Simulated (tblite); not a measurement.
Run record: tight-binding relaxation, `C[C@@H]1C[C@H](Cl)[CH2][GeH2]1`.

Computed with GFN2-xTB geometry optimisation, gas phase (tblite 0.8.0). Start geometry: from a force field or distance geometry. The command runs a driver script over a list of jobs; the input below is this job's line of settings and its coordinates in Å.

Command:
```bash
OMP_NUM_THREADS=1 python probes_run.py task.json out
```

Input:
```
{"job": {"kind": "relax", "xc": "GFN2-xTB", "basis": "xTB"}, "charge": 0, "multiplicity": 1}
C     -2.146100    -0.107900    -0.082700
C     -0.761800    -0.184200    -0.616200
C      0.129000    -1.198400     0.051300
C      1.273100    -0.599900     0.725400
Cl     0.727800     0.149400     2.264700
C      1.904400     0.488800    -0.072300
Ge     0.247000     1.473800    -0.419200
H     -2.170300    -0.343600     1.004400
H     -2.801100    -0.799300    -0.674100
H     -2.558500     0.914400    -0.279600
H     -0.758400    -0.414300    -1.705900
H      0.443600    -2.008400    -0.643100
H     -0.520200    -1.712500     0.822200
H      2.057200    -1.348600     0.994300
H      2.296300     0.107500    -1.035200
H      2.631300     1.100100     0.497000
H     -0.295600     2.177500     0.836000
H      0.293500     2.312200    -1.678500
```

Output:
```
step      E/eV     max force
  0    -619.42060    3.159
  1    -619.69529    0.709
  2    -619.74949    0.543
  3    -619.81367    0.536
  4    -619.83492    0.506
  5    -619.86019    0.375
  6    -619.87582    0.385
  7    -619.89281    0.293
  8    -619.90403    0.270
  9    -619.91261    0.188
... (71 lines left out)
 81    -620.05183    0.012
 82    -620.05184    0.011
 83    -620.05186    0.011
 84    -620.05188    0.014
 85    -620.05191    0.013
 86    -620.05193    0.013
 87    -620.05195    0.015
 88    -620.05198    0.012
 89    -620.05200    0.010
 90    -620.05202    0.009
```

«max force» is the largest atomic force in eV/Å.

From which step on does the largest force stay under 0.1 eV/Å, and how much energy is left to gain from there?

From step 51 (0.080 eV/Å), 5.8 meV above the end.

In short: energy lowered by 14.6 kcal/mol over 90 steps; largest atomic force 0.009 eV/Å at the end.

Give the final coordinates.

0.343 Å rms from the input after alignment:
```
atom  x, y, z in Å
C1    -2.1397   -0.1054    0.0779
C2    -0.8094   -0.1510   -0.6645
C3     0.1329   -1.2490   -0.1404
C4     1.2223   -0.6666    0.7521
Cl5    0.4657   -0.0216    2.2301
C6     1.8805    0.5098    0.0604
Ge7    0.2762    1.5231   -0.5109
H8    -1.9929    0.1009    1.1348
H9    -2.6657   -1.0552   -0.0173
H10   -2.7718    0.6785   -0.3370
H11   -1.0249   -0.3530   -1.7175
H12    0.6368   -1.7385   -0.9783
H13   -0.4281   -2.0115    0.4031
H14    1.9293   -1.4363    1.0728
H15    2.4594    0.1575   -0.7947
H16    2.5577    1.0335    0.7311
H17   -0.2152    2.5217    0.4943
H18    0.4783    2.2694   -1.8076
```

On one thread, Arm Neoverse N1 (aarch64), shared host with 64 logical CPUs at a one-minute load of 54, this took 1.2 s of wall time.
Labels such as C1 count atoms from 1, the log's own numbers from 0.
